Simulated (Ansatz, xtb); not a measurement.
CCuFSn: where a starting geometry ends

The starting geometry of this gas-phase singlet was built from a drawn formula by distance geometry and a force field; its bonds are those of `F[C]#[Sn][Cu]`.

```xyz
4

C     1.0602    0.3658    3.6404
Cu   -2.1471    3.1668    2.0705
F     1.9978   -0.5060    4.1267
Sn   -0.1860    1.3849    3.0416
```

Question: Predict what it relaxes into with r2SCAN-D4/def2-SVP.

Answer: A new bond forms, giving a structure given below by its coordinates. Distances that change by over a tenth: C1–Sn4 (1.72 → 2.03 Å), Cu2–Sn4 (2.82 → 2.53 Å). Contacts that close: C1–Cu2 (4.54 → 1.90 Å).

The energy falls by 3.64 eV over 18 steps:

```csv
step,E − E(last) (eV)
1,3.638
3,2.067
5,1.566
7,1.471
9,1.307
10,1.178
12,0.736
14,0.065
16,0.000
18,0.000
```

Final geometry (Å):

```csv
atom,x (Å),y (Å),z (Å)
C,0.5158,0.8509,3.3844
Cu,-0.2565,2.5446,2.9939
F,1.6982,0.7633,3.9588
Sn,-1.2326,0.2527,2.5421
```

From the same start GFN2-xTB reaches the same bonding as this run.

No frequencies were run, so the end isn't proven a minimum. Atoms past krypton carry core potentials, without spin–orbit terms. Run with Ansatz 0.2.0, 38 s on 1 thread of Intel(R) Xeon(R) 6975P-C (Granite Rapids), with other jobs on the host.
